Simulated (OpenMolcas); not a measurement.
**W4+: CASPT2 settings compared**

```json
{
 "Program": "OpenMolcas 26.06",
 "Basis": "ANO-RCC-VDZP [7s6p4d2f1g]",
 "Scalar Hamiltonian": "DKH2, point nucleus",
 "Active space": "2 electrons in 5 orbitals (5d)",
 "State averaging": "2S+1 = 3 even, 10 roots; 2S+1 = 1 even, 15 roots kept (CI in the orbitals of an earlier block)",
 "Spin-orbit coupling": "RASSI with atomic mean-field integrals over the reference wave functions, term energies averaged over their components"
}
```

Methods on the same reference wave functions:
A. CASSCF
B. SS-CASPT2, IPEA 0.1 Eh, imaginary shift 0.3 Eh (closed shells correlated: none)
C. XMS-CASPT2, IPEA 0.2 Eh, sigma1 regulariser 0.3 Eh (closed shells correlated: none)
D. XMS-CASPT2, IPEA 0.2 Eh, imaginary shift 0.3 Eh (closed shells correlated: 4f 5s 5p)

Energies in cm⁻¹ above 5d² ³F₂, the measured ground level; measured values from the list in J. Phys. B 45, 065001 (2012).

```json
{"Level": "5d² ³F₂", "A": "0.0", "B": "0.0", "C": "0.0", "D": "0.0", "Measured": "0.0"}
{"Level": "5d² ³F₃", "A": "7254", "B": "7390", "C": "7390", "D": "7420", "Measured": ""}
{"Level": "5d² ³F₄", "A": "13424", "B": "13520", "C": "13520", "D": "13470", "Measured": ""}
{"Level": "5d² ³P₀", "A": "14963", "B": "14140", "C": "14120", "D": "13510", "Measured": "12839"}
{"Level": "5d² ¹D₂ [51 %]", "A": "16879", "B": "16000", "C": "15970", "D": "15630", "Measured": ""}
{"Level": "5d² ³P₁", "A": "19151", "B": "18600", "C": "18570", "D": "17920", "Measured": "16331"}
{"Level": "5d² ¹G₄", "A": "26200", "B": "25990", "C": "25910", "D": "25300", "Measured": "22346"}
{"Level": "5d² ³P₂ [58 %]", "A": "27191", "B": "26370", "C": "26350", "D": "25890", "Measured": "22615"}
{"Level": "5d² ¹S₀", "A": "51446", "B": "47400", "C": "47400", "D": "47330", "Measured": "43110"}
```

Deviations, from unrounded energies. A percentage is the sum of absolute deviations over the sum of measured energies, with the sign that they share, or ± where signs differ.

```csv
Against measurement,Levels,A,B,C,D
mean absolute deviation (cm-1),5,4300,3100,3000,2500
other terms of the ground configuration (%),5,+18.5,+13.0,+12.9,+10.8
```

D lies closest to measurement on these levels and A furthest from it. The largest miss of D in the table is 5d² ¹S₀, by +4200 cm-1. The ranking rests on the paired levels alone, and a cruder setting can come out closer through cancelling errors.

Among B to D the level of the table that moves most is 5d² ¹G₄, by 690 cm-1 (lowest in D, highest in B). Moves below CASPT2's spread within the term are not significant.

The mean deviations of B to D differ by less than CASPT2's widest spread within a term (720 cm-1), so their order carries little weight.

From A to B the spin-free energies of the other terms of 5d² shown, above ³F, scale by factors of 0.86 to 0.98.

The lowest spin-free term lies below A's lowest term by 0.002 hartree in B, 0.002 hartree in C, 0.753 hartree in D.

CASPT2 breaks the degeneracy within a term, and the mean is taken; among the terms shown or strongly mixed into the levels shown the widest spread is 720 cm-1 (5d² ¹G, D). Terms from blocks run as CI alone lack orbitals of their own. The basis is small and was not contracted for so high a charge. Without dynamic correlation excited terms often stand tens of per cent too high (terms of higher spin than the ground term too low), and those without a measured partner can miss by more than the paired ones (holds for A). Some terms miss by over 15 % even with CASPT2, which points to a basis or an active space too small for the shells correlated (holds for B; C). Measured partners are found by configuration, term and J. A level has none where our copy of the source lacks it or the pairing is in doubt (some pairs that miss far off the trend of their configuration count as doubtful), and it then counts in no deviation. Only configurations of the active space appear.

A share in square brackets marks a mixed level and gives the weight of the term that names it, the lowest over the columns.
